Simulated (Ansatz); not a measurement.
Geometry optimisation, RKS r2SCANh-D4/def2-SVP (Ansatz).

input.yaml

```yaml
crystal:
  periodic: [false, false, false]
  atoms:
    - { symbol: C, position_ang: [-1.89867, 0.01391, -0.62597] }
    - { symbol: Al, position_ang: [0.04936, 0.04374, -0.59262] }
    - { symbol: C, position_ang: [1.23132, -0.05792, 1.20957] }
    - { symbol: O, position_ang: [2.45937, -0.03584, 1.00119] }
    - { symbol: H, position_ang: [-2.29645, -0.36936, 0.32513] }
    - { symbol: H, position_ang: [-2.29195, -0.62258, -1.43137] }
    - { symbol: H, position_ang: [-2.32702, 1.01624, -0.77363] }
    - { symbol: H, position_ang: [1.3647, 0.10781, -1.42259] }
    - { symbol: H, position_ang: [1.00068, -0.1189, 2.28312] }
    - { symbol: H, position_ang: [2.70867, 0.02291, 0.02718] }
total_charge: 1
basis:
  gaussian: { orbitals: def2-SVP }
hamiltonian:
  xc: r2scanh
  dispersion: d4
relax:
  f_tol: 0.015
  max_steps: 40
```

Run as:

```bash
$ ansatz run input.yaml --threads 2 --pin off --max-ram 3072MiB --backend cpu --events-out ev --progress --plain --runs-dir out
```

Where does it end, and by what steps?

The run converged. The force dipped under the threshold on the way, but the program's further checks kept it going. After 29 steps the energy has fallen by 0.073 eV; H7 moved furthest, 0.62 Å.

```tsv
step	energy less start (eV)	largest force component (eV/Å)	accepted
0	0.0000	1.244	yes
2	-0.0375	0.572	no
4	-0.0573	0.344	no
6	-0.0675	0.031	yes
8	-0.0690	0.108	yes
10	-0.0695	0.050	yes
12	-0.0700	0.063	yes
14	-0.0706	0.090	yes
16	-0.0644	0.308	no
18	-0.0716	0.010	yes
20	-0.0721	0.087	yes
22	-0.0725	0.027	yes
24	-0.0728	0.048	yes
26	-0.0730	0.013	yes
28	-0.0731	0.016	yes
29	-0.0731	0.015	yes
```

```xyz
10
Properties=species:S:1:pos:R:3
C -1.844 -0.014 -0.584
Al 0.063 -0.078 -0.655
C 1.178 0.095 1.133
O 2.439 0.055 1.090
H -2.252 -0.806 0.065
H -2.298 -0.132 -1.579
H -2.199 0.944 -0.169
H 1.274 -0.227 -1.657
H 0.847 0.223 2.180
H 2.792 -0.059 0.177
```

Whether the end is a true minimum wasn't checked by a vibrational analysis.

Time of the run: 36 s on 2 threads of AMD EPYC 9R45 96-Core Processor (Zen 5) (shared host), peak memory 0.2 GiB.
